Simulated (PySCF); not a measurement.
# Electronic structure of Sr⁺ (strontium, charge +1) at the UHF level

Configuration: [Kr] 5s1, 2S determinant. Calculation: PySCF 2.14, in aug-cc-pVDZ-X2C; the spin-free X2C one-electron Hamiltonian (Gaussian nucleus).

```json
{
 "Total energy": "-3177.170251 hartree",
 "One-electron energy": "-4388.0817 hartree",
 "Hartree (Coulomb) energy": "1314.8038 hartree",
 "Exchange energy": "-103.8923 hartree",
 "⟨S²⟩": "0.7504",
 "⟨L²⟩": "0.000",
 "Sum of ⟨r⟩": "26.44 bohr",
 "Sum of ⟨r²⟩": "45.22 bohr²",
 "Langevin diamagnetic susceptibility": "-35.8 ×10⁻⁶ cm³/mol"
}
```

| shell | electrons | mean orbital energy (eV) | rms radius, mean of both spins (bohr) |
| --- | --- | --- | --- |
| 1s α | 1 | -16203.8 | 0.0450 |
| 1s β | 1 | -16203.8 | 0.0450 |
| 2s α | 1 | -2267.8 | 0.187 |
| 2s β | 1 | -2267.7 | 0.187 |
| 2p α | 3 | -2010.4 | 0.166 |
| 2p β | 3 | -2010.4 | 0.166 |
| 3s α | 1 | -385.97 | 0.523 |
| 3s β | 1 | -385.89 | 0.523 |
| 3p α | 3 | -300.21 | 0.535 |
| 3p β | 3 | -300.18 | 0.535 |
| 3d α | 5 | -158.26 | 0.547 |
| 3d β | 5 | -158.24 | 0.547 |
| 4s α | 1 | -59.199 | 1.45 |
| 4s β | 1 | -58.968 | 1.45 |
| 4p α | 3 | -35.925 | 1.68 |
| 4p β | 3 | -35.817 | 1.68 |
| 5s α | 1 | -10.466 | 4.32 |

Densities and radii are taken from the X2C orbitals without a picture-change correction, which distorts them close to the nucleus.
